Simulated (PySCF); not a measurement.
C₃Si, SMILES [C]1[c+]2[si-2][c+]21 (connectivity only; charge and spin as stated), neutral, multiplicity 1.

The structure is a stationary point at r2SCAN-D4/def2-TZVP.

Two levels are set side by side: TDA-PBE/def2-SVPD (PySCF) and TDA-B3LYP/def2-SVPD (PySCF). Vertical, same geometry. The lowest singlet is HOMO→LUMO 98 % with PBE and HOMO→LUMO 99 % with the other functional; states are paired by order. Differences are taken from unrounded values.

```csv
quantity,TDA-B3LYP
lowest singlet excitation (eV),1.39
lowest triplet excitation (TDA) (eV),0.83
```

Question: What does TDA-PBE give, and how far is it from TDA-B3LYP? (An estimate is asked for; the answer gives what the named calculation found.)

Answer: 
| quantity | TDA-PBE | TDA-PBE minus TDA-B3LYP |
|---|---|---|
| lowest singlet excitation (eV) | 0.91 | -0.48 |
| lowest triplet excitation (TDA) (eV) | 0.43 | -0.40 |

A lower first singlet is the usual sign of a functional without exact exchange. Differences between two approximate levels are no errors against the true value.

Rough cost on one machine, each run with all the roots and properties that it gave: TDA-B3LYP against TDA-PBE within a factor of 2.
